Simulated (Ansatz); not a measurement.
**Loss of H2O: Au(OH)(OH2) → AuOH + H2O**

Species: Au(OH)(OH2), singlet; AuOH `[OH][Au]`, singlet; H2O (water) `O`, singlet. 

Shapes, held fixed at every level: PBE0-D4/def2-TZVP. Flexible molecules stand in one conformer, not always the lowest. Programs: Ansatz 0.2.0. The zero-point and thermal change to 298 K, harmonic and unscaled (PBE0-D4/def2-TZVP), is -8.6 kJ/mol.

Estimate ΔH(298 K) of this reaction.

The highest level, CCSD(T)/def2-TZVPP, gives ΔH(298 K) = +110.2 kJ/mol; the levels span +105.1 to +126.4. The column of differences is taken from that level and isn't an error. No measured value is set beside it here. T1 is large for AuOH, so single-reference values are less sure there. For atoms past krypton def2 sets carry core potentials with scalar relativity. Correlated rows may include outer-core shells of Au, which these sets cover unevenly. Times are processor times on shared x86 and Arm servers, and rough.

| level | kind | ΔH(298 K) (kJ/mol) | less CCSD(T)/def2-TZVPP | CPU time (sum over the molecules) |
| --- | --- | --- | --- | --- |
| PBE-D4/def2-TZVPP | GGA | +109.0 | -1.2 | 11 s |
| r2SCAN-D4/def2-TZVPP | meta-GGA | +117.4 | +7.2 | 21 s |
| BHLYP-D4/def2-TZVPP | global hybrid | +106.0 | -4.2 | 12 s |
| PBE0-D4/def2-TZVPP | global hybrid | +110.0 | -0.2 | 11 s |
| wB97M-V/def2-TZVPP | range-separated hybrid | +109.7 | -0.5 | 40 s |
| B2PLYP/def2-TZVPP | double hybrid | +105.1 | -5.1 | 19 s |
| MP2/def2-TZVPP | perturbation theory | +126.4 | +16.2 | – |
| CCSD(T)/def2-TZVPP | coupled cluster or CI | +110.2 | 0.0 | 4.6 min |
